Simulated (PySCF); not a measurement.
# Energy of Cu⁺ (copper, charge +1) between two integer charges

The 3d beta orbital of [Ar] 3d10 is emptied in steps (occupation f), with all orbitals relaxed, ending at [Ar] 3d9. Calculation: PySCF 2.14, in aug-cc-pVTZ-PP with ECP10MDF; scalar relativity through the core potential. The exact energy is a straight line in f; departures are measured from the line between the end points of the same method.

```
  f  LDA (eV)  PBE (eV)
  1     0.000     0.000
0.9    -0.678    -0.639
0.7    -1.605    -1.508
0.5    -1.938    -1.816
0.3    -1.649    -1.542
0.1    -0.716    -0.668
  0     0.000     0.000
```

Question: For LDA, how does the orbital energy at f = 1 compare with the removal energy?

Answer: −ε = 14.020 eV against a total-energy difference of 21.492 eV. By Janak's theorem ε = ∂E/∂f, so the gap between them reflects the curvature. Along the path −ε is 15.415 (f = 0.9), 18.318 (f = 0.7), 21.360 (f = 0.5), 24.528 (f = 0.3), 27.810 (f = 0.1) eV.

```
method  E(f=0) − E(f=1) (eV)  −ε at f=1 (eV)  −ε at f=0.5 (eV)
   LDA                21.492          14.020            21.360
   PBE                20.718          13.668            20.620
```

Reference removal energy between the ground levels: 20.292 eV (measured; NIST Atomic Spectra Database, ionization energies). The calculation has no spin-orbit coupling.
